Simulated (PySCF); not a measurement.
C2HBF2.
Atom-mapped SMILES: `[CH:1]#[C:2][B:3]([F:4])[F:5]` (hydrogens: H6 on C1)

Computed with EOM-IP-CCSD/aug-cc-pVDZ in PySCF, restricted Hartree–Fock reference, frozen core, non-relativistic, gas phase, PBE0-D3(BJ)/def2-SVP geometry.

Hartree–Fock orbital energies give these Koopmans values (eV): HOMO 11.68, HOMO-1 11.78, HOMO-2 17.06, HOMO-3 18.05, HOMO-4 18.22, HOMO-5 19.75, HOMO-6 19.96.

Problem. What vertical ionisation energies does EOM-IP-CCSD give?

Solution. 
```
leading hole (HF orbital)  Koopmans (eV)  EOM-IP-CCSD (eV)  change (eV)  one-hole share
                     HOMO          11.68             11.76        +0.08            0.97
                   HOMO-1          11.78             11.93        +0.15            0.97
                   HOMO-2          17.06             14.99        -2.07            0.94
                   HOMO-3          18.05             15.60        -2.45            0.95
                   HOMO-4          18.22             15.98        -2.24            0.94
                   HOMO-5          19.75             17.67        -2.08            0.94
                   HOMO-6          19.96             18.02        -1.94            0.94
```

Problem. Does the order of the lines follow the orbital energies?

Solution. Yes, no two lines change places. The corrections run from -2.45 to +0.15 eV, with a mean of -1.51 eV over the 7 lines; EOM-IP-CCSD lies above the Koopmans value for HOMO and HOMO-1.

Problem. At what kinetic energies would He I light (21.22 eV) eject these electrons?

Solution. 9.46 eV (HOMO), 9.29 eV (HOMO-1), 6.23 eV (HOMO-2), 5.62 eV (HOMO-3), 5.24 eV (HOMO-4), 3.55 eV (HOMO-5), 3.20 eV (HOMO-6).

One root was sought for each valence orbital with −ε under 21 eV, eight at most, so deeper holes and satellites are missing; no vibrational structure.
